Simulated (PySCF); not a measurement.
A species of formula C6H14N2 has this rotational fingerprint, computed with PBE0-D3(BJ)/def2-SVP geometry optimisation, gas phase in PySCF:

```
Rotational constants : A = 4691, B = 845.4, C = 753.5 MHz
Dipole components    : |μa| = 0.68 D, |μb| = 0.55 D, |μc| = 0.87 D
Inertial defect      : -34.88 u·Å²
κ                    : -0.95
```

Question: Which structure is it? (One computed conformer of each.)
A. `[CH3:1]/[N:2]=[CH:3]\[CH2:4][CH2:5][CH2:6][NH:7][CH3:8]` with N2–C3–C4–C5 180°, C3–C4–C5–C6 -178°, C4–C5–C6–N7 -178°, C5–C6–N7–C8 179°
B. `[CH3:1]/[CH:2]=[C:3](\[CH2:4][NH2:5])[CH2:6][CH2:7][NH2:8]` with C2–C3–C4–N5 -63°, C3–C4–N5–H -172° and -54°, C2–C3–C6–C7 -95°, C3–C6–C7–N8 -58°, C6–C7–N8–H -56° and 63°
C. `[NH2:1][CH2:2][CH2:3][CH2:4][NH:5][CH:6]1[CH2:7][CH2:8]1` with H–N1–C2–C3 179° and -64°, N1–C2–C3–C4 -177°, C2–C3–C4–N5 178°, C3–C4–N5–C6 67°, C4–N5–C6–C7 -157°

Answer: C. It is NCCCNC1CC1, a near-prolate asymmetric top, point group C1. The candidates at the same level (rigid rotor, commonest isotopes):

```csv
SMILES,A (MHz),B (MHz),C (MHz),μa (D),μb (D),μc (D),Δ (u·Å²),point group,rotor
C/N=C\CCCNC,8578,592.9,565.1,1.88,1.43,0.81,-16.88,–,near-prolate asymmetric top
C/C=C(\CN)CCN,2722,1249,1026,0.47,1.42,0.83,-97.72,C1,asymmetric top
NCCCNC1CC1,4691,845.4,753.5,0.68,0.55,0.87,-34.88,C1,near-prolate asymmetric top
```

`C/C=C(\CN)CCN` has B 48 % too high; `C/N=C\CCCNC` has A 83 % too high. No structure here is proved a minimum.
